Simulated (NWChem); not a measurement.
## Atomisation of H$_{3}$O$_{3}$Si

SMILES: O[Si](O)O
```xyz
7

O     -0.8719    -0.8958    -0.8814
Si    -0.1641    -0.0365     0.3519
O     -0.2024     1.5631    -0.1199
O      1.3654    -0.6593     0.5009
H     -1.6434    -0.4873    -1.2868
H      0.0020     2.2068     0.5658
H      1.6102    -1.2728    -0.2027
```
Charge 0, spin multiplicity 2.

Program: NWChem. Structure: optimised with UPBE0/def2-SVP, a minimum by its harmonic frequencies. It is one conformer; others weren't searched.

Basis set: def2-TZVP. The atomisation energy is electronic alone: no zero-point, thermal, spin-orbit or counterpoise terms. No value is extrapolated to the basis-set limit. Free atoms are single determinants with multiplicities O 3, Si 3, H 2.

B3LYP has NWChem's definition, with VWN1-RPA local correlation. The structure started from a generated list of species. No SCF solution was tested for a lower state. Open-shell Hartree-Fock references start from PBE0 orbitals.

Q: Order these methods by the atomisation energy they give, lowest first: HF, B3LYP, PBE0, BLYP.

A: HF (440.2 kcal/mol), PBE0 (635.2 kcal/mol), B3LYP (637.7 kcal/mol), BLYP (642.2 kcal/mol)
